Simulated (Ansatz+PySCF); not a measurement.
The numbers below are computed, except where a source is named.
This PySCF input gave a total energy of -213.79383 hartree.

```python
from pyscf import gto, scf

mol = gto.M(atom="""
Li 1.016330 0.000000 0.000000
Li -1.016330 0.000000 0.000000
F 0.000000 1.189130 0.000000
F 0.000000 -1.189130 0.000000
""", basis='def2-svp', charge=0, spin=0)
mf = scf.UHF(mol)
mf.init_guess = 'atom'
mf.kernel()
while True:  # follow internal instabilities
    mo, _, stable, _ = mf.stability(return_status=True)
    if stable: break
    mf.kernel(mf.make_rdm1(mo, mf.mo_occ))
print(mf.converged, mf.e_tot, mf.spin_square()[0])
```

(1) Write an input for Ansatz with the same method and basis set.

Answers

(1)

```yaml
crystal:
  periodic: [false, false, false]
  atoms:
    - { symbol: Li, position_ang: [1.01633, 0.0, 0.0] }
    - { symbol: Li, position_ang: [-1.01633, 0.0, 0.0] }
    - { symbol: F, position_ang: [0.0, 1.18913, 0.0] }
    - { symbol: F, position_ang: [0.0, -1.18913, 0.0] }
basis:
  gaussian: { orbitals: def2-SVP }
magnetization:
  spin_polarized: true
hamiltonian:
  xc: hf
```

Ansatz (development build ahead of 0.2.0) gave -213.79383 hartree, 0.00 meV from the first.
